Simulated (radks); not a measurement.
Values are calculated unless marked as measured or tabulated.
Coulomb parameter of the 4d shell of the silver ion Ag3+ in the model configuration [Kr] 4d7 5s1, as a second difference U = [E(n + 1) + E(n - 1) - 2 E(n)] / (1)^2 with all orbitals relaxed. "Bare": the charge of the atom changes with n. "Screened": the 5s shell takes up the change at fixed total charge, which measures U(4d,4d) + U(5s,5s) - 2 U(4d,5s). Code: a radial shooting solver on a logarithmic mesh with Libxc functionals. Model: scalar-relativistic Kohn-Sham, PBE, spin-unpolarised, spherical densities, finite nucleus; Fermi nuclear charge, rms radius 4.5454 fm.

case         configuration  E - E(n) (eV)
start         [Kr] 4d7 5s1          0.000
bare +1       [Kr] 4d8 5s1        -40.478
bare -1       [Kr] 4d6 5s1         56.344
screened +1       [Kr] 4d8        -13.537
screened -1   [Kr] 4d6 5s2         16.104

U(bare) = 15.866 eV, U(screened by 5s) = 2.567 eV, against the Slater integral F0(4d,4d) = 20.245 eV with frozen orbitals.
